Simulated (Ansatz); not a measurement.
`C[N](C)[Sn][OH]`. Total charge 0; spin multiplicity 1. Sn: def2 effective core potential. The structure was optimised at the PBE0-D4/def2-TZVP level. It is one conformer, not always the lowest.

```xyz
12

C    -0.339   -1.042   -0.050
N     0.180    0.288    0.098
C     0.912    0.457    1.327
Sn   -0.011    1.870   -1.172
O    -1.165    1.028   -2.551
H     0.462   -1.795    0.004
H    -1.068   -1.289    0.737
H    -0.837   -1.172   -1.013
H     0.281    0.273    2.209
H     1.303    1.477    1.410
H     1.767   -0.232    1.391
H    -1.485    0.137   -2.392
```

Question: What is the dipole moment at PBE/def2-TZVPP? (Estimate.)

Answer: Computed: 2.24 D, with components (0.68, -0.99, 1.90) D in this frame, pointing from negative to positive charge.

Question: And with r2SCAN, B3LYP, ωB97M-V? (Best estimate.)

Answer: The calculation gave: r2SCAN 2.31 D, B3LYP 2.22 D, ωB97M-V 2.09 D.

Question: Give the Mulliken charges with PBE, B3LYP, r2SCAN in def2-TZVPP. (Best estimate.)

Answer: Computed: 
```json
{"atom": "C1", "PBE": "-0.16", "B3LYP": "-0.15", "r2SCAN": "-0.02"}
{"atom": "N2", "PBE": "-0.33", "B3LYP": "-0.40", "r2SCAN": "-0.41"}
{"atom": "C3", "PBE": "-0.16", "B3LYP": "-0.15", "r2SCAN": "-0.02"}
{"atom": "Sn4", "PBE": "0.55", "B3LYP": "0.65", "r2SCAN": "0.63"}
{"atom": "O5", "PBE": "-0.53", "B3LYP": "-0.58", "r2SCAN": "-0.59"}
{"atom": "H6", "PBE": "0.08", "B3LYP": "0.08", "r2SCAN": "0.05"}
{"atom": "H7", "PBE": "0.09", "B3LYP": "0.09", "r2SCAN": "0.05"}
{"atom": "H8", "PBE": "0.05", "B3LYP": "0.06", "r2SCAN": "0.02"}
{"atom": "H9", "PBE": "0.08", "B3LYP": "0.08", "r2SCAN": "0.04"}
{"atom": "H10", "PBE": "0.07", "B3LYP": "0.07", "r2SCAN": "0.03"}
{"atom": "H11", "PBE": "0.08", "B3LYP": "0.08", "r2SCAN": "0.04"}
{"atom": "H12", "PBE": "0.17", "B3LYP": "0.17", "r2SCAN": "0.18"}
```

B3LYP here is the variant with VWN-RPA as its local correlation; programs differ in this.
